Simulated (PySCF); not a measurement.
## Two-component Hartree-Fock for V¹¹⁺ (vanadium, charge +11)

Start: [Ne] 3s2. Calculated with PySCF 2.14 in an uncontracted even-tempered set (19 s from 0.23 bohr⁻², ratio 2.6; 13 p from 0.3 bohr⁻², ratio 2.6; 7 d from 0.31 bohr⁻², ratio 2.8; 4 f from 5.8 bohr⁻², ratio 2.8): generalised Hartree-Fock with the X2C-1e Hamiltonian and a Gaussian nucleus; spin-orbit coupling (SO) screened by Boettger's factors.

```
spinor shell  electrons  ε, screened SO (eV)  weight of nominal j (screened SO)  rms radius, screened SO (bohr)
       1s1/2          2              -5813.8                              1.000                          0.0767
       2s1/2          2              -934.97                              1.000                           0.328
       2p1/2          2              -829.28                              1.000                           0.297
       2p3/2          4              -821.78                              1.000                           0.300
       3s1/2          2              -305.75                              1.000                           0.868
```

```tsv
quantity	screened SO
E (hartree)	-900.67416
M_J	0
⟨J²⟩	0.000
⟨L²⟩	0.000
⟨S²⟩	0.000
```
